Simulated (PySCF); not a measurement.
## How strongly B binds etchant and ambient atoms

CCSD(T) in PySCF with def2-TZVPPD on every atom, for the lowest determinant that a PBE0 search found; no spin–orbit coupling. D0 is De less the harmonic zero-point energy.

| X | state of BX | D0(BX) (eV) | D0(X₂) (eV) |
| --- | --- | --- | --- |
| H | singlet (closed shell) | 3.48 | 4.43 |
| F | singlet (closed shell) | 7.60 | 1.46 |
| Cl | singlet (closed shell) | 5.11 | 2.30 |
| Br | singlet (closed shell) | 4.42 | 2.07 |
| O | doublet (σ ↑) | 7.99 | 4.85 |
| N | triplet (σ ↑, π ↑) | 4.13 | 9.27 |

**Question.** Give the energy of B + X₂ → BX + X at 0 K for each X.

**Answer.** H: 4.43 − 3.48 = +0.95 eV; F: 1.46 − 7.60 = -6.14 eV; Cl: 2.30 − 5.11 = -2.81 eV; Br: 2.07 − 4.42 = -2.35 eV; O: 4.85 − 7.99 = -3.14 eV; N: 9.27 − 4.13 = +5.14 eV (CCSD(T)/def2-TZVPPD; negative means exothermic).

**Question.** Does an atom of N displace Br from BBr?

**Answer.** BBr + N → BN + Br has ΔE = 4.42 − 4.13 = +0.29 eV at CCSD(T)/def2-TZVPPD, so it is uphill.

Gas-phase diatomics only hint at surface chemistry, where an atom holds several bonds.

Correlated steps freeze the inner cores (0 to 18 orbitals); shallow outer-core shells are correlated. Where the molecule has an RHF reference, its open-shell atoms are computed with UHF. The CCSD T1 diagnostic is raised in BN, a sign that a single reference may not be enough there. States were picked by a PBE0 search and need not be the measured ground states.
